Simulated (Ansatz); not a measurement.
```yaml
crystal:
  periodic: [false, false, false]
  atoms:
    - {symbol: C, position_ang: [-0.163372, 0.843809, -0.138450]}
    - {symbol: Si, position_ang: [-0.292520, -0.903373, 0.496421]}
    - {symbol: Cl, position_ang: [1.440165, -1.390186, 1.494117]}
    - {symbol: Cl, position_ang: [-0.522166, -2.186101, -1.096203]}
    - {symbol: H, position_ang: [-1.070250, 1.112335, -0.683065]}
    - {symbol: H, position_ang: [-0.024705, 1.535659, 0.694151]}
    - {symbol: H, position_ang: [0.694046, 0.919658, -0.812770]}
basis:
  gaussian: {orbitals: def2-mTZVPP, fitting: {mean_field: cc-pVTZ-jkfit}}
magnetization: {spin_polarized: true, initial_magnetization: 1}
hamiltonian: {xc: {name: PBE0-DH}}
scf: {lower_state_search: light}
```

```sh
$ ansatz run in.yaml --threads 4 --pin off --events-out ev --progress --plain --max-ram 10444MiB
```

Shortened log:

```
Functional definition: PBE0-DH
532 factors; integrals over basis functions are off by at most 2.9e-1 eV
mean field evaluation 1: about -33992.1748 eV, gradient 2.4e1 eV
mean field evaluation 2: about -33992.1765 eV, gradient 2.4e1 eV
mean field evaluation 4: about -33994.9057 eV, gradient 1.6e0 eV
mean field evaluation 8: about -33994.9308 eV, gradient 8.0e-2 eV
mean field evaluation 16: about -33994.9308 eV, gradient 4.0e-5 eV
mean field -33994.93083246 eV, -1249.2906655013 hartree, gradient 4.9e-6 eV, S^2 0.752524; 0 other end points of the search recorded, 0 dependent functions left out
16 core orbitals not correlated: weight in the atoms' cores, before any rotation towards them, 1.000 or more for the frozen orbitals, at most 0.000 for the correlated occupied ones
reference -33994.93085074 eV, -1249.2906661730 hartree; 13, 12 occupied and 86, 87 virtual orbitals, 532 factors
second order -18.48903287 eV of doubles, -0.00000000 eV of singles
Total energy: -33997.24197985 eV, -1249.3755986012 hartree
```

Hardware: 4 threads of an Intel Xeon 6975P-C on a shared host. Wall time 1.1 s, peak host memory 0.24 GiB.
